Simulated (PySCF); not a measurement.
3-chloro-4-methyl-4H-1,2,4-triazole, C3H4ClN3.
Z-matrix (Å and degrees, GFN2-xTB geometry), rows numbered from 1:
```
C 
N   1  1.4343
C   2  1.3615  1  129.78
N   3  1.2982  2  110.72  1   179.83
N   4  1.3402  3  108.31  2     0.01
C   5  1.3002  4  107.14  3    -0.00
Cl  6  1.6890  2  121.82  1     0.17
H   1  1.0879  2  109.03  3     1.80
H   1  1.0911  2  110.01  3   121.91
H   1  1.0915  2  110.12  3  -118.40
H   3  1.0701  2  124.01  1    -0.16
```

Level of theory: PySCF 2.14.0, density-fitted response routines, TDDFT CAM-B3LYP/def2-SVPD, vertical, gas phase, core orbitals frozen in the response.

Frontier orbitals with the atoms that hold most of them (Löwdin shares over 4%, at most four atoms; ? is withheld):

| orbital | ε (eV) | atoms |
| --- | --- | --- |
| LUMO+2 | 1.37 | Cl7 63%, C6 10%, H11 8%, C3 7% |
| LUMO+1 | 1.08 | N2 20%, C6 19%, C3 18%, N5 10% |
| LUMO | 0.83 | C1 30%, Cl7 16%, H8 12%, C3 9% |
| HOMO | -8.84 | ? |
| HOMO-1 | -8.96 | ? |
| HOMO-2 | -10.22 | N2 34%, N5 22%, N4 17%, C1 8% |
| HOMO-3 | -10.84 | N5 37%, N4 27%, Cl7 20%, C6 5% |

**Question.** Which atoms hold the HOMO-1, and with what shares?

**Answer.** N4 (bonded to C and N) 43%; N5 (bonded to C and N) 37%; C3 (bonded to 2 N and H) 8%; C6 (bonded to Cl and 2 N) 8%. By element: nitrogen 80% or more, carbon 16% or more.

**Question.** Give the leading atoms of the HOMO.

**Answer.** Cl7 (bonded to C) 20%; C3 (bonded to 2 N and H) 20%; C6 (bonded to Cl and 2 N) 18%; N4 (bonded to C and N) 18%. By element: carbon 38% or more, chlorine 20%, nitrogen 18% or more.

**Question.** The HOMO–LUMO gap is 9.67 eV. Where does the response calculation put the lowest singlet, and from which orbitals?

**Answer.** S1 is at 6.03 eV (f = 0.0000), 3.63 eV below the gap, made of HOMO-1→LUMO+1 (96%). Its leading pair isn't HOMO and LUMO; the energies of that pair differ by 10.05 eV. 

**Question.** One configuration dominates each of S1, S3 and S7. Which, and how do the shares of the two leading atoms of either orbital change from the occupied to the empty one?

**Answer.** 
- S1 (6.03 eV, f 0.0000), HOMO-1→LUMO+1 (96%): N4 43% → at most 11%, N5 37% → 10%, N2 at most 6% → 20%, C6 8% → 19%
- S3 (6.80 eV, f 0.201), HOMO→LUMO+1 (94%): Cl7 20% → at most 11%, C3 20% → 18%, N2 at most 18% → 20%, C6 18% → 19%
- S7 (7.37 eV, f 0.0047), HOMO-1→LUMO (79%): N4 43% → at most 10%, N5 37% → at most 10%, C1 at most 6% → 30%, Cl7 at most 6% → 16%
